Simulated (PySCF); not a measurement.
A small calculation by hand: dipole moment from atomic charges

Sn(H)2(Br)(OMe) (CH5BrOSn), SMILES C[O][SnH2][Br]. Atoms are numbered in the order given.

```xyz
9

Sn     0.2413    -0.4401     0.7203
Br     0.6844     1.0627    -1.2550
O     -1.5394    -1.2726     0.4306
C     -2.6916    -0.4930     0.2050
H      1.3353    -1.7496     0.7031
H      0.1979     0.5648     2.1120
H     -2.9278     0.1825     1.0522
H     -3.5490    -1.1750     0.0750
H     -2.6124     0.1270    -0.7085
```

The structure is a stationary point at B3LYP-D3(BJ)/def2-SVP. The structure was generated by enumeration; whether it is a known compound was not checked. The def2 effective core potentials stand for the cores of Sn; spin–orbit coupling is left out. The values are those of a single conformer.

Charges (e) from B3LYP/def2-TZVP (PySCF):

```csv
atom,ESP fit,Mulliken
Sn1,0.415,0.828
Br2,-0.201,-0.363
O3,-0.311,-0.534
C4,-0.163,-0.157
H5,-0.004,-0.043
H6,-0.017,-0.055
H7,0.094,0.094
H8,0.102,0.116
H9,0.085,0.114
```

The dipole moment of the full density is 1.84 D.

**Question.** What dipole moment does each set of point charges give, and which comes closer to that of the density?

**Answer.** 
μ = Σ q r, and 1 e Å = 4.8032 D.
ESP fit: Σ q r = (0.012, -0.015, 0.391) e Å, |μ| = 1.88 D.
Mulliken: Σ q r = (0.143, -0.054, 0.670) e Å, |μ| = 3.30 D.
ESP fit comes closer in size. Point charges leave out the atoms' own dipoles (lone pairs, polarised bonds); fits to the potential absorb them, partitions of the density don't.
